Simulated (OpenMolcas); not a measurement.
**Ru II: effect of the level shift or regulariser**

```
Program             : OpenMolcas
Basis               : ANO-RCC-VTZP [7s6p4d2f1g]
Scalar Hamiltonian  : DKH2, point nucleus
Active space        : 7 electrons in 5 orbitals (4d)
State averaging     : 2S+1 = 4 even, 10 roots; 2S+1 = 2 even, 40 roots
Spin-orbit coupling : RASSI with atomic mean-field integrals over the reference wave functions, term energies averaged over their components
```

Methods on the same reference wave functions:
A. CASSCF
B. MS-CASPT2, IPEA 0.25 Eh, imaginary shift 0.1 Eh (closed shells correlated: 4s 4p)
C. MS-CASPT2, IPEA 0.25 Eh, real shift 0.2 Eh (closed shells correlated: 4s 4p)
D. MS-CASPT2, IPEA 0.25 Eh, sigma2 regulariser 0.3 Eh (closed shells correlated: 4s 4p)

Energies in eV above 4d7 4F 9/2, the measured ground level; measured values from NIST Handbook of Basic Atomic Spectroscopic Data.

```tsv
Level	A	B	C	D	Measured
4d7 4F 9/2	0.0000	0.0000	0.0000	0.0000	0.0000
4d7 4F 7/2	0.1890	0.1915	0.1915	0.1915	0.1888
4d7 4F 5/2	0.3170	0.317	0.317	0.317	0.3092
4d7 4F 3/2	0.4007	0.397	0.397	0.397	0.3849
4d7 4P 5/2	1.6090	1.194	1.199	1.195	1.0237
4d7 4P 3/2	1.6265	1.200	1.207	1.202	1.0511
4d7 2G 9/2	1.6589	1.399	1.400	1.399	
4d7 4P 1/2	1.7441	1.326	1.332	1.327	1.1622
4d7 2G 7/2	1.8474	1.584	1.586	1.584	
4d7 2P 3/2 [60 %]	2.1720	1.706	1.716	1.707	
4d7 2H 11/2	2.1963	1.904	1.902	1.903	
4d7 2P 1/2	2.3682	1.886	1.899	1.888	
4d7 2H 9/2	2.3778	2.088	2.086	2.088	
4d7 2D 5/2(1)	2.3953	1.945	1.949	1.945	
4d7 2D 3/2(1) [74 %]	2.7092	2.250	2.256	2.250	
4d7 2F 5/2	3.6821	2.907	2.912	2.907	
4d7 2F 7/2	3.7696	2.999	3.005	2.999	
4d7 2D 3/2(2)	5.7407	4.640	4.646	4.640	
4d7 2D 5/2(2)	5.8318	4.730	4.737	4.730
```

Deviations, from unrounded energies. A percentage is the sum of absolute deviations over the sum of measured energies, with the sign that they share, or ± where signs differ.

| Against measurement | Levels | A | B | C | D |
| --- | --- | --- | --- | --- | --- |
| mean absolute deviation (cm-1) | 6 | 2400 | 680 | 700 | 680 |
| fine structure of the ground term (%) | 3 | +2.7 | +2.5 | +2.5 | +2.5 |
| other terms of the ground configuration (%) | 3 | +53.8 | +14.9 | +15.5 | +15.1 |

B, C, D lie about equally close to measurement and A furthest from it. The largest miss of B in the table is 4d7 4P 5/2, by +1400 cm-1. The ranking rests on the paired levels alone, and a cruder setting can come out closer through cancelling errors.

Among B to D the level of the table that moves most is 4d7 2P 1/2, by 100 cm-1 (lowest in B, highest in C). Moves below CASPT2's spread within the term are not significant.

The mean deviations of B to D differ by less than CASPT2's widest spread within a term (930 cm-1), so their order carries little weight.

From A to B the spin-free energies of the other terms of 4d7 shown, above 4F, scale by factors of 0.72 to 0.86, as is usual when dynamic correlation screens the repulsion within a d or f shell.

The lowest spin-free term lies below A's lowest term by 0.479 hartree in B, 0.478 hartree in C, 0.479 hartree in D.

CASPT2 does not keep the components of a term degenerate, so their means are used; among the terms shown or strongly mixed into the levels shown the widest spread is 930 cm-1 (4d7 4F, D). Configurations with an s electron lie low at this charge and mix in, so terms can be misplaced. Without dynamic correlation excited terms often stand tens of per cent too high (terms of higher spin than the ground term too low), and those without a measured partner can miss by more than the paired ones (holds for A). The CASPT2 spread within a term exceeds the gap to the next term for 4d7 2H and 4d7 2D(1), so the order of their levels is uncertain (holds for B; C; D). Some terms miss by over 15 % even with CASPT2, which points to a basis or an active space too small for the shells correlated (holds for B; C; D). Measured partners are found by configuration, term and J. A level has none where our copy of the source lacks it or the pairing is in doubt (some pairs that miss far off the trend of their configuration count as doubtful), and it then counts in no deviation. Only configurations of the active space appear.

A share in square brackets marks a mixed level and gives the weight of the term that names it, the lowest over the columns. A number in round brackets counts repeated terms of one configuration in the order of the reference energies.
